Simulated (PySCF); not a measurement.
Electron correlation in Sr⁻ (strontium, charge -1)

[Kr] 4d1 5s2, 2D determinant. All numbers are calculated (PySCF 2.14, scalar relativity through the core potential, in def2-QZVPPD with the def2 core potential (28 electrons)). Frozen: 4s2 4p6; 3 electrons correlated.

MP2 pair energies summed by pair of shells (mhartree):

```
 pair  energy  share (%)
5s-5s  -15.90       55.0
4d-5s  -13.00       45.0
```

Total MP2 correlation energy: -28.89 mhartree.

Same-spin part -3.10 and opposite-spin part -25.79 mhartree; SCS-MP2 scales them by 1/3 and 6/5 to -31.98 mhartree.

The Hartree-Fock reference does not bind the outermost electron (its level is positive or very diffuse), so these energies belong to a reference that the basis holds together.
